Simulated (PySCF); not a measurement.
Isomers of C7H7Cl, mass 126.024 u with the commonest isotopes. Method used: PBE0-D3(BJ)/def2-SVP geometry optimisation, gas phase in PySCF 2.14.0. One conformer each, none proved a minimum here; rigid rotors.

Task: Order these by rotational constant A, smallest first.
A. p-chlorotoluene (`Cc1ccc(Cl)cc1`)
B. 3-chlorotoluene, `Cc1cccc(Cl)c1`
C. `Cl[C@]12[C@@]3([C@H]1[C@H]1[C@@H]3[C@H]12)C`

Result: C (2834 MHz), B (3337 MHz), A (5528 MHz).

Task: Order these by radius of gyration √(Σ m r²/M), smallest first.
A. `CC1=CC=CC=C1Cl` (ortho-chlorotoluene)
B. `CC1=CC=C(Cl)C=C1` (p-chlorotoluene)
C. 3-chlorotoluene, `CC1=CC(Cl)=CC=C1`
D. `C[C@@]12[C@@H]3[C@H]4[C@@H]3[C@]1(Cl)[C@H]42`

Result: D (1.838 Å), A (1.999 Å), C (2.134 Å), B (2.204 Å).

Task: Order these by rotational constant C, smallest first.
A. `C[C@@]12[C@@H]3[C@H]4[C@@H]3[C@]1(Cl)[C@H]42`
B. 3-chlorotoluene, `CC1=CC(Cl)=CC=C1`
C. ortho-chlorotoluene (`Cc1ccccc1Cl`)
D. `c1(Cl)ccc(cc1)C` (p-chlorotoluene)

Result: D (827.5 MHz), B (882.6 MHz), C (1007 MHz), A (1319 MHz).

| SMILES | point group | Ia (u·Å²) | Ib (u·Å²) | Ic (u·Å²) | κ | μa (D) | μb (D) | μc (D) |
| --- | --- | --- | --- | --- | --- | --- | --- | --- |
| Cc1ccc(Cl)cc1 | Cs | 91.42 | 522.46 | 610.70 | -0.94 | 2.05 | 0.00 | 0.05 |
| Cc1cccc(Cl)c1 | – | 151.44 | 424.32 | 572.58 | -0.75 | 1.86 | 0.18 | 0.06 |
| C[C@@]12[C@@H]3[C@H]4[C@@H]3[C@]1(Cl)[C@H]42 | C1 | 178.30 | 289.70 | 383.24 | -0.44 | 1.69 | 0.26 | 0.01 |
| Cc1ccccc1Cl | Cs | 176.27 | 328.87 | 502.00 | -0.43 | 1.18 | 0.51 | 0.00 |
